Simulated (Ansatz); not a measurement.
Program: Ansatz. Geometries: PBE0-D4/def2-TZVP. ΔE: electronic, gas phase. CBS: MP2 limit from def2 TZ/QZ plus the TZ coupled-cluster correction, frozen cores. This one scheme is used for every species. DFT in def2-TZVPP. B3LYP here is the variant with VWN-RPA as its local correlation; programs differ in this. def2 core potentials past Kr. For I outer-core shells are correlated without core-valence functions, which leaves a few kJ/mol of doubt a bond. Each species was taken in one conformer, which may not be the lowest.

Consider the substitution at a C–Al bond: `[OH][AlH][CH2]O[SiH2]F` + HI → `F[SiH2]OCI` + `[OH][AlH2]`.

```
             level  ΔE (kJ/mol)  difference from CCSD(T)/CBS
            PBE-D4         17.5                          0.8
         r2SCAN-D4         20.1                          3.4
           PBE0-D4         20.4                          3.7
          B3LYP-D4         18.1                          1.4
           ωB97X-V         23.0                          6.3
           ωB97M-V         25.3                          8.6
            B2PLYP         18.4                          1.7
               PBE         17.8                          1.1
            r2SCAN         19.7                          3.0
              PBE0         20.5                          3.8
             B3LYP         19.2                          2.5
     HF/def2-TZVPP         18.8                          2.1
    MP2/def2-TZVPP         15.8                         -0.9
SCS-MP2/def2-TZVPP         15.7                         -1.0
   CCSD/def2-TZVPP         23.7                          7.0
CCSD(T)/def2-TZVPP         21.3                          4.6
     HF/def2-QZVPP         18.7                          2.0
    MP2/def2-QZVPP         13.1                         -3.6
SCS-MP2/def2-QZVPP         13.6                         -3.1
      HF/CBS(def2)         18.7                          2.0
     MP2/CBS(def2)         11.1                         -5.6
    CCSD/CBS(def2)         19.1                          2.4
       CCSD(T)/CBS         16.7                            0
```

Largest T1 diagnostic among the species: 0.013.
